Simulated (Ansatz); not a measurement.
Input for Ansatz (a first-principles code): R-BLYP/def2-TZVPP on H2O2Se (SMILES O[Se]O), a point of a torsion scan.

Ansatz 0.2 input:
```yaml
crystal:
  periodic: [false, false, false]
  atoms:
    - {symbol: O, position_ang: [1.07257642, 0.49073610, -0.27864535]}
    - {symbol: Se, position_ang: [-0.04216051, -0.85655823, -0.65206433]}
    - {symbol: O, position_ang: [-0.16308175, -0.67734705, -2.42837810]}
    - {symbol: H, position_ang: [1.99385019, 0.21368128, -0.30593529]}
    - {symbol: H, position_ang: [0.48124528, -1.22360565, -2.88925117]}
basis:
  gaussian:
    orbitals: def2-TZVPP
hamiltonian:
  xc: {name: BLYP}
scf: {lower_state_search: off}
```

**Question.** Give the final energy of this run.

**Answer.** -2553.2692 hartree.
